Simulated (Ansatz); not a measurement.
The cluster Cu6Si⁺, relaxed as a doublet with UKS PBE-D4/def2-SVP in Ansatz, starting from the GFN1-xTB geometry. Force threshold 0.03 eV/Å.

Another isomer (doublet) lies 0.48 eV lower at PBE0-D4/def2-TZVP; other spin states weren't run for this one.

Start:

```xyz
7

Si    0.628   -1.849    0.551
Cu   -0.005    1.347   -1.547
Cu   -1.197   -0.524   -0.485
Cu   -1.026    1.659    0.649
Cu    1.018   -0.845   -1.547
Cu    1.182    0.574    0.472
Cu   -0.599   -0.362    1.907
```

(1) Estimate the energy that the relaxation releases and the steps that it takes.

(2) Does the start keep its bonding and symmetry?

(3) Predict the relaxed structure.

## Answers

(1) 9.7 kJ/mol, in 4 steps; 70 s on 4 threads of Intel Xeon on a shared host. No frequencies were taken in this run, so the end may be a saddle point.

(2) By distances, no bond broke or formed. The bond that changes most is Si1–Cu6, from 2.49 to 2.34 Å (atoms count from 1). Point group C2v at the start, C2v at the end, both within 0.05 Å.

(3) 
```tsv
atom	x (Å)	y (Å)	z (Å)
Si1	0.596	-1.745	0.522
Cu2	-0.017	1.355	-1.515
Cu3	-1.167	-0.561	-0.466
Cu4	-1.010	1.653	0.614
Cu5	1.029	-0.857	-1.572
Cu6	1.180	0.523	0.478
Cu7	-0.610	-0.367	1.939
```
Bond lengths (bridged metal pairs left out): 12 × Cu–Cu 2.37 to 2.75 Å; 4 × Cu–Si 2.32 to 2.34 Å.
